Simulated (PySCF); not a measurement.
C2H7ClSi2.
Cartesian coordinates in Å at the PBE0-D3(BJ)/def2-SVP level; atoms count from 1:
```
atom  x, y, z in Å
Si1    1.7599    1.2024    0.8651
C2    -0.0076    0.5689    0.7509
C3    -1.0989    1.3472    0.7312
Si4   -2.8904    0.7756    0.6175
Cl5   -0.9308    3.0909    0.8182
H6     2.0813    2.0763   -0.3021
H7     1.9615    1.9755    2.1264
H8     2.6781    0.0245    0.8614
H9    -0.1884   -0.5120    0.6934
H10   -3.6373    1.2426    1.8215
H11   -2.9037   -0.7154    0.5460
H12   -3.5201    1.3579   -0.6030
```

Method: PySCF, PBE0-D3(BJ)/def2-SVP geometry optimisation, gas phase.

Take the most abundant isotopes and a rigid rotor. 

(1) What are A, B and C (GHz)?

(2) Classify the top.

(3) Is it planar, by Δ = Ic − Ia − Ib?

(4) Give the other two planar moments, Paa and Pbb, and the rms extents of the mass along the axes.

(5) Predict some low-J microwave lines.

(6) Estimate the classical rotational partition function at 25 K, 298.15 K and 500 K.

Results:

(1) Ia = 133.57, Ib = 368.25, Ic = 489.89 u·Å²; 505379 MHz·u·Å²/I gives 3784, 1372 and 1032 MHz, that is A = 3.7838, B = 1.3724, C = 1.0316 GHz.

(2) An asymmetric top. Ray's parameter κ = (2B − A − C)/(A − C) = -0.752; −1 is the prolate and +1 the oblate limit.

(3) Not planar: Δ = Ic − Ia − Ib = -11.92 u·Å². For a rigid frame Δ = −2 Σ m c², so Σ m c² = 5.96 u·Å² lies off the ab plane, practically all of it from hydrogen. The atom farthest from that plane is 1.22 Å away.

(4) Paa = Σ m a² = (Ib + Ic − Ia)/2 = 362.29 and Pbb = Σ m b² = (Ia + Ic − Ib)/2 = 127.61 u·Å². With the mass M = 121.98 u, the rms extents √(P/M) along a, b and c are 1.72, 1.02, 0.22 Å.

(5) The dipole components are |μa| = 0.42 D, |μb| = 1.14 D, |μc| = 0.00 D; the mirror of this Cs structure is the ab plane, so μc vanishes by symmetry and there are no c-type lines. The squared components, which scale the intensities, stand as 0.14 : 1.00 (a : b). Some lines, for components of 0.1 D or more:

```json
{"type": "b", "branch": "Q", "J(Ka,Kc)": "2(1,1) ← 2(0,2)", "MHz": "3127", "lower level (cm⁻¹)": "0.239"}
{"type": "b", "branch": "Q", "J(Ka,Kc)": "3(1,2) ← 3(0,3)", "MHz": "3748", "lower level (cm⁻¹)": "0.476"}
{"type": "b", "branch": "Q", "J(Ka,Kc)": "3(2,1) ← 3(1,2)", "MHz": "6911", "lower level (cm⁻¹)": "0.601"}
{"type": "a", "branch": "R", "J(Ka,Kc)": "3(2,1) ← 2(2,0)", "MHz": "7344", "lower level (cm⁻¹)": "0.586"}
{"type": "a", "branch": "R", "J(Ka,Kc)": "4(1,4) ← 3(1,3)", "MHz": "8873", "lower level (cm⁻¹)": "0.532"}
{"type": "a", "branch": "R", "J(Ka,Kc)": "5(0,5) ← 4(0,4)", "MHz": "11428", "lower level (cm⁻¹)": "0.786"}
{"type": "b", "branch": "Q", "J(Ka,Kc)": "5(3,2) ← 5(2,3)", "MHz": "12169", "lower level (cm⁻¹)": "1.580"}
{"type": "a", "branch": "R", "J(Ka,Kc)": "5(2,3) ← 4(2,2)", "MHz": "12536", "lower level (cm⁻¹)": "1.162"}
{"type": "b", "branch": "R", "J(Ka,Kc)": "4(2,3) ← 3(1,2)", "MHz": "16335", "lower level (cm⁻¹)": "0.601"}
{"type": "b", "branch": "Q", "J(Ka,Kc)": "5(4,2) ← 5(3,3)", "MHz": "17996", "lower level (cm⁻¹)": "1.984"}
{"type": "b", "branch": "R", "J(Ka,Kc)": "3(3,0) ← 2(2,1)", "MHz": "20143", "lower level (cm⁻¹)": "0.585"}
{"type": "b", "branch": "R", "J(Ka,Kc)": "4(3,2) ← 3(2,1)", "MHz": "22440", "lower level (cm⁻¹)": "0.831"}
```

(6) Point group Cs, symmetry number σ = 1; q = (√π/σ)·√((kT/h)³/(ABC)), k/h = 20836.6 MHz/K: 9100 at 25 K, 375000 at 298.15 K, 814000 at 500 K.

No frequency check. These are rigid-rotor constants of the computed structure; measured ground-state constants (B0) also hold zero-point vibration. A rigid rotor knows nothing of internal rotation, which can split or shift real lines. Quadrupole hyperfine structure (35Cl) is left out.

The run took 30 s of wall time on an Arm Neoverse V1 with one thread, on a shared host. That covers the optimisation of the geometry.
